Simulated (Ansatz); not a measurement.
`[GaH2][SiH2][SnH3]` at its PBE0-D4/def2-TZVP geometry, where that method's forces vanish. Charge 0, multiplicity 1. Sn: def2 effective core potential.

```xyz
10

Ga   -0.8995   -1.9679    0.6888
Si    0.5753   -0.6430   -0.6619
Sn    0.2639    1.8355   -0.0565
H    -2.3647   -2.2684    0.2070
H    -0.4372   -2.4768    2.1018
H     2.0131   -0.9652   -0.4364
H     0.2980   -0.7698   -2.1209
H    -1.3479    2.3255   -0.3459
H     0.5981    2.0961    1.5993
H     1.3009    2.8340   -0.9753
```

(1) What forces (eV/Å) does B3LYP-D4/def2-TZVPP give on these atoms in the Gaussian-basis code of Ansatz? (Best estimate.)

Answers

(1) Ansatz gave: 
```
Ga1 -0.033 -0.056  0.028
Si2  0.126 -0.112 -0.140
Sn3 -0.001  0.054  0.007
H4   0.003  0.000  0.015
H5  -0.015  0.001 -0.002
H6  -0.088  0.015 -0.018
H7   0.021  0.003  0.087
H8  -0.059  0.028 -0.006
H9   0.009  0.019  0.062
H10  0.037  0.049 -0.032
```

B3LYP here is the variant with VWN-RPA as its local correlation; programs differ in this.
